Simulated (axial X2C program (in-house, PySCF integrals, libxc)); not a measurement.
Spin–orbit effects down a group: molecules with F (ions), HF

Computed with an in-house all-electron X2C program for linear molecules (integrals from PySCF), spin-free (one-electron X2C) or two-component (2c: spin–orbit coupling with atomic mean-field Coulomb and Gaunt terms, which also bring small scalar terms), in Dyall basis sets with cores contracted in-house; open shells are unrestricted.

Basis sets: Be dyall-cv3z, Ca dyall-cv3z, F dyall-av3z, Mg dyall-cv3z, Sr dyall-cv3z.

```csv
molecule,spin-free state,Re (Å),ωe (cm⁻¹),De (eV),2c state,Re 2c (Å),ωe 2c (cm⁻¹),De 2c (eV)
BeF⁺,"M_S = 0, Λ = 0",1.300,1524.1,4.11,Ω = 0,1.301,1523.9,4.10
MgF⁺,"M_S = 0, Λ = 0",1.673,888.0,2.47,Ω = 0,1.673,887.8,2.46
CaF⁺,"M_S = 0, Λ = 0",1.896,684.8,3.72,Ω = 0,1.896,684.7,3.71
SrF⁺,"M_S = 0, Λ = 0",2.018,579.8,3.82,Ω = 0,2.018,579.7,3.81
```

Fragments in 2c: F + Be+, Mg+ + F, Ca+ + F, Sr+ + F. Each entry is the lowest single determinant of a limited PBE0 search at one distance. De goes to single-determinant-based atoms at the same level (for ions the charge split of lowest energy) and is withheld (n/a) where an atom does not fit its ground term or J level. Main or longest-lived isotopes.
